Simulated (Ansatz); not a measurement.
`C[Se]B(Cl)Cl` + `N[Si](O)(O)O` → `CO[Si](N)(O)O` + `ClB(Cl)[SeH]`  (substitution at a C–Se bond)

Program: Ansatz. Geometries: PBE0-D4/def2-TZVP. ΔE: electronic, gas phase. CCSD(T)/CBS is the MP2 limit (def2-TZVPP, def2-QZVPP) plus CCSD(T) − MP2 in def2-TZVPP, frozen cores. Functionals use def2-TZVPP. For Se outer-core shells are correlated without core-valence functions, which leaves a few kJ/mol of doubt a bond. Scalar relativity is left out up to krypton. Each species was taken in one conformer, which may not be the lowest.

```tsv
level	ΔE (kcal/mol)
ωB97M-V	13.6
PBE	14.1
MP2/def2-QZVPP	16.7
MP2/CBS(def2)	17.0
```

(1) What does CCSD(T)/CBS give? (Estimate.)

Largest T1 diagnostic among the species: 0.011.

Results:

(1) The calculation gave: +14.9 kcal/mol. The listed levels differ from it by -1.3, -0.8, 1.8, 2.1 kcal/mol.

In def2-TZVPP, CCSD(T) changes the Hartree–Fock value by +3.8 kcal/mol (the triples alone add +0.6 kcal/mol) and MP2 by +5.9 kcal/mol.
